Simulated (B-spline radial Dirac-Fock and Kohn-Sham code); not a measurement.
ΔSCF core binding energies without Breit or QED terms, calculated with a radial B-spline solver.

A sound run for atomic gadolinium, configuration [Xe] 4f7 5d1 6s2: The ground state converged in 13 iterations, with total energy -11274.20573 Ha, virial ratio 1.91726 and highest orbital energy -5.44 eV. ΔSCF binding energies: K (1s) 50463.8 eV, L3 (2p3/2) 7271.0 eV, M5 (3d5/2) 1199.5 eV.

A second run, with one unsound setting: The ground state converged in 23 iterations, with total energy -15096.28018 Ha, virial ratio 1.16999 and highest orbital energy -1.36 eV. ΔSCF binding energies: K (1s) 27156.0 eV, L3 (2p3/2) 5798.1 eV, M5 (3d5/2) 871.7 eV.

```
iter   energy (Ha)        error
   1   -12308.98550792  3.50e+01
   2   -14604.59345774  1.06e+01
   3   -15069.49451206  4.32e+00
   4   -15093.46963261  1.56e+00
   5   -15086.33153629  3.53e-01
   6   -15086.73960835  6.43e-01
   7   -15092.93543358  3.27e-01
   8   -15095.42778335  1.22e-01
   9   -15095.97179930  9.19e-02
  17   -15096.27753618  6.22e-03
  23   -15096.28018235  4.51e-07
```

Question: Which fault fits the second run best?
A. tolerance below the noise
B. nuclear radius in wrong units
C. speed of light below Z
D. box too small

Answer: C. The input had c_factor = 0.1799: c_factor makes c so small that Zα exceeds 1, so any numbers that come out have no meaning.
